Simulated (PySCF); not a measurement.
NICS in rings of unrelated molecules.

Definitions: NICS(0) = −σiso at the ring centroid; NICS(1) = −σiso and NICS(1)zz = −σzz at ±1 Å along the ring normal z. Level: GIAO PBE0/pcSseg-1 (PySCF, non-relativistic, gas phase) on the GFN2-xTB geometries, one conformer each. Atom numbers follow the mapped SMILES.

Question: Order these rings by mean NICS(1)zz, lowest (most negative) first (ppm).
A. ring N4–N5–C6–C7–N9 in `[CH2:1]=[CH:2][CH2:3][n:4]1[n:5][cH:6][c:7]([SiH3:8])[n:9]1`
B. ring C1–C2–C3–C4–C10–C11 in `[cH:1]1[cH:2][cH:3][c:4](-[c:5]2[cH:6][cH:7][cH:8][s:9]2)[cH:10][cH:11]1`
C. ring C2–C3–P5 in `[CH3:1][C:2]1=[C:3]([CH3:4])[P:5]1[C:6]([F:7])=[C:8]([F:9])[F:10]`
D. ring C2–C3–C4–Si5–C7 in `[CH3:1][C@@H:2]1[CH2:3][CH2:4][Si@H:5]([CH3:6])[CH2:7]1`
E. ring C5–C6–C7–C8–S9 in `[CH3:1][C:2]#[C:3][P-:4][c:5]1[cH:6][cH:7][cH:8][s:9]1` (charge -1)
F. ring C2–C3–C4–C5–S6 in `[PH-:1][c:2]1[cH:3][cH:4][cH:5][s:6]1` (charge -1)
G. ring P6–C7–C8–C9–C10 in `[F:1][C:2]([F:3])=[C:4]([F:5])[P:6]1[CH:7]=[CH:8][CH2:9][CH2:10]1`

Answer: A (-34.3), B (-24.6), C (-20.1), E (-17.3), F (-15.8), G (-4.2), D (-1.7).

```json
{"SMILES": "C=CCn1ncc([SiH3])n1", "ring": "5-membered ring with 3 N; formal bonds all aromatic", "NICS(0)": "-13.4", "NICS(1)": "-13.7", "NICS(1)zz": "-34.3", "HOMA": "0.98", "rms pucker (Å)": "0.00", "ring atoms with four or more neighbours": "0"}
{"SMILES": "c1ccc(-c2cccs2)cc1", "ring": "6-membered carbocycle; formal bonds all aromatic", "NICS(0)": "-7.2", "NICS(1)": "-10.1", "NICS(1)zz": "-24.6", "HOMA": "0.99", "rms pucker (Å)": "0.00", "ring atoms with four or more neighbours": "0"}
{"SMILES": "CC1=C(C)P1C(F)=C(F)F", "ring": "3-membered ring with P; formal bonds 1 double, 2 single", "NICS(0)": "-28.9", "NICS(1)": "-9.5", "NICS(1)zz": "-20.1", "HOMA": "-1.28", "rms pucker (Å)": "0.00", "ring atoms with four or more neighbours": "0"}
{"SMILES": "CC#C[P-]c1cccs1", "ring": "5-membered ring with S; formal bonds all aromatic", "NICS(0)": "-9.1", "NICS(1)": "-7.9", "NICS(1)zz": "-17.3", "HOMA": "0.75", "rms pucker (Å)": "0.00", "ring atoms with four or more neighbours": "0"}
{"SMILES": "[PH-]c1cccs1", "ring": "5-membered ring with S; formal bonds all aromatic", "NICS(0)": "-9.2", "NICS(1)": "-7.5", "NICS(1)zz": "-15.8", "HOMA": "0.76", "rms pucker (Å)": "0.00", "ring atoms with four or more neighbours": "0"}
{"SMILES": "FC(F)=C(F)P1C=CCC1", "ring": "5-membered ring with P; formal bonds 1 double, 4 single", "NICS(0)": "-2.7", "NICS(1)": "-3.4", "NICS(1)zz": "-4.2", "HOMA": "–", "rms pucker (Å)": "0.11", "ring atoms with four or more neighbours": "2"}
{"SMILES": "C[C@@H]1CC[Si@H](C)C1", "ring": "5-membered ring with Si; formal bonds all single", "NICS(0)": "-4.5", "NICS(1)": "-3.9", "NICS(1)zz": "-1.7", "HOMA": "–", "rms pucker (Å)": "0.20", "ring atoms with four or more neighbours": "5"}
```

NICS(0) gives another order. The isotropic NICS(1) gives another order. Over the 5 rings with a HOMA value its correlation coefficient with NICS(1)zz is -0.28. HOMA uses Krygowski's 1993 parameters; it is left out where a ring has a four-coordinate atom, a triple bond, no multiple bond or a kind of bond without parameters. NICS(1) and NICS(1)zz are means over the two faces.
